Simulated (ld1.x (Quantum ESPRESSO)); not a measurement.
## Reading a pseudo-wave (potassium)

Columns: radius, all-electron u(r) and pseudo u(r) of the 3s shell (level -35.27 eV) of potassium in the configuration [Ne] 3s2 3p6 4s1 4p0; PBEsol, scalar-relativistic, TM scheme, ld1.x (Quantum ESPRESSO) 7.5.

| r (bohr) | all-electron | pseudo |
| --- | --- | --- |
| 0.108 | -0.0053 | 0.1345 |
| 0.215 | -0.4541 | 0.2649 |
| 0.322 | -0.4456 | 0.3897 |
| 0.430 | -0.1658 | 0.5072 |
| 0.538 | 0.1831 | 0.6136 |
| 0.645 | 0.4915 | 0.7054 |
| 0.752 | 0.7244 | 0.7815 |
| 0.860 | 0.8776 | 0.8399 |
| 0.968 | 0.9584 | 0.8781 |
| 1.075 | 0.9820 | 0.8949 |
| 1.182 | 0.9649 | 0.8905 |
| 1.290 | 0.9197 | 0.8658 |
| 1.398 | 0.8572 | 0.8235 |
| 1.505 | 0.7862 | 0.7681 |
| 1.612 | 0.7119 | 0.7037 |
| 1.720 | 0.6373 | 0.6344 |
| 1.828 | 0.5656 | 0.5650 |
| 1.935 | 0.4992 | 0.4991 |
| 2.042 | 0.4381 | 0.4381 |
| 2.150 | 0.3822 | 0.3822 |
| 2.258 | 0.3320 | 0.3320 |
| 2.365 | 0.2879 | 0.2879 |
| 2.472 | 0.2489 | 0.2489 |
| 2.580 | 0.2144 | 0.2144 |
| 2.688 | 0.1842 | 0.1842 |
| 2.795 | 0.1583 | 0.1583 |

**Question.** How many radial nodes do the two functions have?

**Answer.** The all-electron 3s function has n − l − 1 = 2 (the table is too coarse to show those close to the nucleus); the pseudo-wave has 0, since the states of the same l below it are removed with the core.

**Question.** At about which radius was the pseudo-wave matched?

**Answer.** 2.15 bohr. The columns agree to 0.0005 from 1.94 bohr on; several derivatives are matched, so the curves merge somewhat inside the radius.

**Question.** Where does each function peak?

**Answer.** Outermost all-electron maximum near 1.07 bohr, pseudo maximum near 1.07 bohr (to the table’s step).

**Question.** Is the pseudo-wave norm-conserving?

**Answer.** Yes: the TM scheme keeps the norm inside the radius equal to the all-electron one, which fixes the energy derivative of the logarithmic derivative at the level.
